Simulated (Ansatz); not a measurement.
# Molecular dynamics of BCl3H2O

The input (input.yaml):

```yaml
crystal:
  periodic: [false, false, false]
  atoms:
    - { symbol: B, position_ang: [0.078525, 0.124022, 0.104118] }
    - { symbol: O, position_ang: [0.036868, -0.003108, 1.586579] }
    - { symbol: H, position_ang: [-0.847455, -0.274178, 1.886665] }
    - { symbol: Cl, position_ang: [1.579147, -0.42515, -0.64734] }
    - { symbol: Cl, position_ang: [-1.486175, -0.170931, -0.694931] }
    - { symbol: Cl, position_ang: [0.286183, 2.336813, 0.520016] }
    - { symbol: H, position_ang: [0.155807, 1.219732, 1.599393] }
basis:
  gaussian: { orbitals: def2-SVP }
hamiltonian:
  xc: b3lyp
md:
  timestep: 0.5
  n_steps: 200
  ensemble: nve
  temperature: 300.0
  initial_velocities: maxwell_boltzmann
  seed: 4362
```

Launched with:

```bash
$ ansatz run input.yaml --threads 2 --pin off --max-ram 3072MiB --backend cpu --events-out ev --progress --plain --runs-dir out
```

It starts at the highest image of a converged band, a first-order saddle point between two minima.

Output, in part (one step line in 7, the closing report, with atoms numbered from 0):

```
md step     0: t =     0.00 fs  T =   300.0 K  F+E_penalty+E_count = -40314.12042678 eV  E_kin = 0.193890 eV  conserved = -40313.92653678 eV  (25 SCF iters)
md step     7: t =     3.50 fs  T =   248.5 K  F+E_penalty+E_count = -40314.08696375 eV  E_kin = 0.160575 eV  conserved = -40313.92638847 eV  (32 SCF iters)
md step    14: t =     7.00 fs  T =   187.2 K  F+E_penalty+E_count = -40314.04728520 eV  E_kin = 0.121015 eV  conserved = -40313.92627038 eV  (25 SCF iters)
md step    21: t =    10.50 fs  T =   205.0 K  F+E_penalty+E_count = -40314.05870948 eV  E_kin = 0.132465 eV  conserved = -40313.92624446 eV  (30 SCF iters)
md step    28: t =    14.00 fs  T =   336.5 K  F+E_penalty+E_count = -40314.14422797 eV  E_kin = 0.217458 eV  conserved = -40313.92677018 eV  (30 SCF iters)
md step    35: t =    17.50 fs  T =   432.8 K  F+E_penalty+E_count = -40314.20564109 eV  E_kin = 0.279712 eV  conserved = -40313.92592892 eV  (27 SCF iters)
md step    42: t =    21.00 fs  T =   776.2 K  F+E_penalty+E_count = -40314.42886327 eV  E_kin = 0.501665 eV  conserved = -40313.92719863 eV  (30 SCF iters)
md step    49: t =    24.50 fs  T =   818.0 K  F+E_penalty+E_count = -40314.45482627 eV  E_kin = 0.528678 eV  conserved = -40313.92614866 eV  (30 SCF iters)
md step    56: t =    28.00 fs  T =  1022.7 K  F+E_penalty+E_count = -40314.58778005 eV  E_kin = 0.660980 eV  conserved = -40313.92680014 eV  (28 SCF iters)
md step    63: t =    31.50 fs  T =  1209.0 K  F+E_penalty+E_count = -40314.70914206 eV  E_kin = 0.781362 eV  conserved = -40313.92778039 eV  (30 SCF iters)
md step    70: t =    35.00 fs  T =  1090.5 K  F+E_penalty+E_count = -40314.63082820 eV  E_kin = 0.704782 eV  conserved = -40313.92604571 eV  (30 SCF iters)
md step    77: t =    38.50 fs  T =  1297.1 K  F+E_penalty+E_count = -40314.76606249 eV  E_kin = 0.838347 eV  conserved = -40313.92771514 eV  (29 SCF iters)
md step    84: t =    42.00 fs  T =  1287.9 K  F+E_penalty+E_count = -40314.75919631 eV  E_kin = 0.832370 eV  conserved = -40313.92682618 eV  (29 SCF iters)
md step    91: t =    45.50 fs  T =  1234.7 K  F+E_penalty+E_count = -40314.72429534 eV  E_kin = 0.798018 eV  conserved = -40313.92627712 eV  (30 SCF iters)
md step    98: t =    49.00 fs  T =  1318.9 K  F+E_penalty+E_count = -40314.77971062 eV  E_kin = 0.852423 eV  conserved = -40313.92728762 eV  (29 SCF iters)
md step   105: t =    52.50 fs  T =  1197.7 K  F+E_penalty+E_count = -40314.69962092 eV  E_kin = 0.774068 eV  conserved = -40313.92555332 eV  (30 SCF iters)
md step   112: t =    56.00 fs  T =  1308.4 K  F+E_penalty+E_count = -40314.77266835 eV  E_kin = 0.845647 eV  conserved = -40313.92702169 eV  (27 SCF iters)
md step   119: t =    59.50 fs  T =  1248.5 K  F+E_penalty+E_count = -40314.73331190 eV  E_kin = 0.806912 eV  conserved = -40313.92639992 eV  (30 SCF iters)
md step   126: t =    63.00 fs  T =  1264.1 K  F+E_penalty+E_count = -40314.74319113 eV  E_kin = 0.816996 eV  conserved = -40313.92619531 eV  (31 SCF iters)
md step   133: t =    66.50 fs  T =  1443.8 K  F+E_penalty+E_count = -40314.86075315 eV  E_kin = 0.933098 eV  conserved = -40313.92765474 eV  (29 SCF iters)
md step   140: t =    70.00 fs  T =  1390.8 K  F+E_penalty+E_count = -40314.82497958 eV  E_kin = 0.898846 eV  conserved = -40313.92613381 eV  (30 SCF iters)
md step   147: t =    73.50 fs  T =  1566.8 K  F+E_penalty+E_count = -40314.94028885 eV  E_kin = 1.012636 eV  conserved = -40313.92765335 eV  (30 SCF iters)
md step   154: t =    77.00 fs  T =  1543.6 K  F+E_penalty+E_count = -40314.92494867 eV  E_kin = 0.997645 eV  conserved = -40313.92730325 eV  (29 SCF iters)
md step   161: t =    80.50 fs  T =  1430.7 K  F+E_penalty+E_count = -40314.85075674 eV  E_kin = 0.924678 eV  conserved = -40313.92607916 eV  (30 SCF iters)
md step   168: t =    84.00 fs  T =  1566.3 K  F+E_penalty+E_count = -40314.93999405 eV  E_kin = 1.012321 eV  conserved = -40313.92767336 eV  (27 SCF iters)
md step   175: t =    87.50 fs  T =  1373.1 K  F+E_penalty+E_count = -40314.81341813 eV  E_kin = 0.887437 eV  conserved = -40313.92598162 eV  (30 SCF iters)
md step   182: t =    91.00 fs  T =  1349.1 K  F+E_penalty+E_count = -40314.79849958 eV  E_kin = 0.871937 eV  conserved = -40313.92656277 eV  (30 SCF iters)
md step   189: t =    94.50 fs  T =  1375.2 K  F+E_penalty+E_count = -40314.81556504 eV  E_kin = 0.888773 eV  conserved = -40313.92679230 eV  (30 SCF iters)
md step   196: t =    98.00 fs  T =  1319.4 K  F+E_penalty+E_count = -40314.77828735 eV  E_kin = 0.852706 eV  conserved = -40313.92558154 eV  (30 SCF iters)
md step   200: t =   100.00 fs  T =  1437.8 K  F+E_penalty+E_count = -40314.85662222 eV  E_kin = 0.929273 eV  conserved = -40313.92734922 eV  (26 SCF iters)
Total energy: -40314.85686760 eV, -1481.5436634930 hartree
Atom 0 at     0.010390    -0.680596     0.273070 Å, force    -1.217804     0.776376    -1.647623 eV/Å
Atom 1 at    -0.053338    -1.174030     1.485518 Å, force    -0.150702    -1.249186     1.205709 eV/Å
Atom 2 at    -0.803084    -1.786317     1.578312 Å, force    -0.045060     0.472808     0.377708 eV/Å
Atom 3 at     1.501052    -0.458617    -0.548642 Å, force     1.126342     0.254781    -0.341341 eV/Å
Atom 4 at    -1.489859    -0.254675    -0.661019 Å, force     0.292597    -0.270359     0.369587 eV/Å
Atom 5 at     0.413920     3.195915     0.452505 Å, force    -0.226277    -0.545803     1.015415 eV/Å
Atom 6 at     0.657574     3.854347    -0.589514 Å, force     0.220905     0.561382    -0.979455 eV/Å
Dipole moment:    -0.116976    -0.088411    -0.016102 e Å
```

The run went to its last step. The conserved energy stayed within 0.19 meV per atom of its start (net change -0.12 meV per atom), so the integration is sound. The kinetic energy rose, since the run started high on the potential surface and went downhill. It ends in pieces (BCl2HO + ClH), so much of that is their flight and rotation, not heat. A run of 0.1 ps of so small a system gives no equilibrium averages. The orbitals stay closed-shell, which can raise the energy where a bond breaks towards radicals; this wasn't checked here.

Between its relaxed ends the band would form B1–Cl6, O2–H7 and break Cl6–H7. These pairs go: B1–Cl6 2.26 → 3.90 Å, O2–H7 1.23 → 5.49 Å, Cl6–H7 1.56 → 1.26 Å. In the last frame they stand as before the step (other bonds may differ from the relaxed reactants and products). It ends as BCl2HO + ClH. Pairs count as bonded within 1.25 times the sum of covalent radii (0.12 Å more for H–H).

Last frame:

```xyz
7
Properties=species:S:1:pos:R:3
B 0.010 -0.681 0.273
O -0.053 -1.174 1.486
H -0.803 -1.786 1.578
Cl 1.501 -0.459 -0.549
Cl -1.490 -0.255 -0.661
Cl 0.414 3.196 0.453
H 0.658 3.854 -0.590
```

Time of the run: 7.7 min on 2 threads of Arm Neoverse V1, with other jobs on the host, peak memory 0.19 GiB.
